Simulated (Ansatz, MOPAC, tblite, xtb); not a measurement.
System: H3Si (cation, charge +1), singlet: umbrella (inversion) coordinate, bond length relaxed. Scanned: angle between the Si-H bonds and the threefold axis (90 = planar). Other coordinates (Si-H bond length) were minimised at B3LYP/def2-TZVP.

Levels: AM1, restricted, heats of formation (MOPAC); GFN2-xTB, 300 K electronic temperature (tblite); GFN1-xTB (xtb); CCSD(T)/aug-cc-pVQZ = CCSD(T) on RHF/aug-cc-pVQZ, frozen core (Ansatz, a program for electronic structure).

Energies relative to the lowest point of each profile, in kJ/mol; the last columns give the difference from CCSD(T):

```
a / °     AM1  GFN2-xTB  GFN1-xTB  CCSD(T)/aug-cc-pVQZ  AM1 − CCSD(T)/aug-cc-pVQZ  GFN2-xTB − CCSD(T)/aug-cc-pVQZ  GFN1-xTB − CCSD(T)/aug-cc-pVQZ
------  -----  --------  --------  -------------------  -------------------------  ------------------------------  ------------------------------
90        0.0       0.0       0.0                  0.0                        0.0                             0.0                             0.0
93.90     2.2       2.6       1.2                  3.4                       -1.2                            -0.8                            -2.2
96.90     7.0       8.3       4.0                 10.8                       -3.8                            -2.5                            -6.8
99.90    14.3      17.0       8.3                 22.2                       -7.9                            -5.2                           -13.9
102.90   24.3      28.9      14.6                 37.8                      -13.5                            -8.9                           -23.3
105.90   36.9      43.9      22.9                 57.6                      -20.7                           -13.7                           -34.7
108.90   52.0      62.0      33.6                 81.7                      -29.7                           -19.6                           -48.0
111.90   69.7      83.5      47.2                110.1                      -40.4                           -26.6                           -62.9
114.90   89.8     108.4      63.9                142.9                      -53.1                           -34.5                           -79.0
117.90  112.4     137.1      84.4                180.4                      -67.9                           -43.3                           -96.0
120.90  137.4     169.9     109.2                222.5                      -85.1                           -52.7                          -113.3
123.90  164.6     207.4     139.1                269.5                     -104.9                           -62.1                          -130.4
126.90  194.1     250.6     174.9                321.6                     -127.5                           -71.0                          -146.7
129.90  225.7     300.6     217.6                379.0                     -153.3                           -78.4                          -161.3
132     249.2     340.4     252.4                422.3                     -173.2                           -81.9                          -170.0
```

AM1 is furthest from CCSD(T)/aug-cc-pVQZ at 132 (-173.2 kJ/mol, below); its mean absolute difference over the points is 58.8 kJ/mol.

GFN2-xTB is furthest from CCSD(T)/aug-cc-pVQZ at 132 (-81.9 kJ/mol, below); its mean absolute difference over the points is 33.4 kJ/mol.

GFN1-xTB is furthest from CCSD(T)/aug-cc-pVQZ at 132 (-170.0 kJ/mol, below); its mean absolute difference over the points is 72.6 kJ/mol.
